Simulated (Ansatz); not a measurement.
O2Zr, charge +1, doublet (typed; the unrestricted solution is spin-contaminated), at a GFN2-xTB geometry (such geometries of metal compounds can be far from the true shape) (the multiplicity is a formal guess) (core potentials on Zr); HF/def2-SVP in Ansatz (a quantum-chemistry and plane-wave program).

The Ansatz input:
Ansatz 0.2 input:
```yaml
crystal:
  periodic: [false, false, false]
  atoms:
    - {symbol: Zr, position_ang: [-0.15826003, -0.17493685, -0.22637589]}
    - {symbol: O, position_ang: [1.46587311, 0.63453628, -0.33464232]}
    - {symbol: O, position_ang: [-0.67457295, 0.24014796, 1.46652175]}
basis:
  gaussian:
    orbitals: def2-SVP
hamiltonian:
  xc: hf
total_charge: 1
magnetization: {spin_polarized: true, initial_magnetization: 1}
```

What the program printed (banner, timings and long lists left out):

```
Functional definition: HF
582 factors; integrals over basis functions are off by at most 6.1e-4 eV
mean field evaluation 1: about -5310.7635 eV, gradient 6.1e1 eV
mean field evaluation 2: about -5310.8514 eV, gradient 6.1e1 eV
mean field evaluation 4: about -5328.4917 eV, gradient 6.1e0 eV
mean field evaluation 8: about -5329.3582 eV, gradient 7.8e-1 eV
mean field evaluation 16: about -5329.4932 eV, gradient 3.5e-2 eV
mean field evaluation 32: about -5329.2904 eV, gradient 8.2e-1 eV
mean field evaluation 64: about -5329.4817 eV, gradient 3.4e-1 eV
mean field evaluation 96: about -5329.4911 eV, gradient 3.0e-1 eV
mean field evaluation 128: about -5327.3933 eV, gradient 5.9e-1 eV
mean field evaluation 160: about -5319.4362 eV, gradient 3.9e1 eV
mean field evaluation 192: about -5327.2362 eV, gradient 1.4e0 eV
mean field evaluation 224: about -5328.3626 eV, gradient 2.0e0 eV
mean field evaluation 256: about -5328.4263 eV, gradient 1.4e0 eV
mean field evaluation 288: about -5318.6156 eV, gradient 8.8e0 eV
mean field evaluation 320: about -5329.4093 eV, gradient 6.4e-1 eV
mean field evaluation 352: about -5329.4932 eV, gradient 4.7e-5 eV
mean field evaluation 384: about -5313.1688 eV, gradient 4.3e1 eV
mean field -5329.49317141 eV, -195.8552615893 hartree, gradient 2.1e-5 eV, S^2 1.189939; 6 other end points of the search recorded, 0 dependent functions left out
reference -5329.49317141 eV, -195.8552615893 hartree; 14, 13 occupied and 45, 46 virtual orbitals, 582 factors
Total energy: -5329.49317141 eV, -195.8552615893 hartree
```
